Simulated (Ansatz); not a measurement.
CH$_{5}$BFGa from Hartree–Fock to CCSD(T)

```xyz
9

B    -0.371    0.993    0.362
C     0.223   -0.111    1.111
F    -0.463   -0.842    2.019
Ga    0.094   -0.611   -1.090
H     0.380    1.434   -0.515
H    -1.500    1.363    0.414
H     1.282   -0.367    1.155
H     1.513   -1.157   -1.440
H    -1.158   -0.701   -2.017
```

Total charge 0; spin multiplicity 1. Correlated methods include outer-core shells of Ga, which these sets cover unevenly. Scalar relativity is left out up to krypton. The bonds changed during the relaxation, so this is another structure than the one it started from. Geometry: relaxed with PBE0-D4/def2-TZVP. Frozen core, restricted reference, the Gaussian-basis code of Ansatz.

```
     basis      HF (Eh)  MP2 corr.
  def2-SVP  -2087.70903   -0.63492
def2-TZVPP  -2088.15691   -0.76602
def2-QZVPP  -2088.20487   -1.05506
```

Task: Estimate the CCSD correlation energy and the (T) correction in each basis where they were run (hartree).

Result: 
```
     basis  CCSD corr.       (T)
  def2-SVP    -0.66323  -0.01995
def2-TZVPP    -0.79189  -0.03058
```
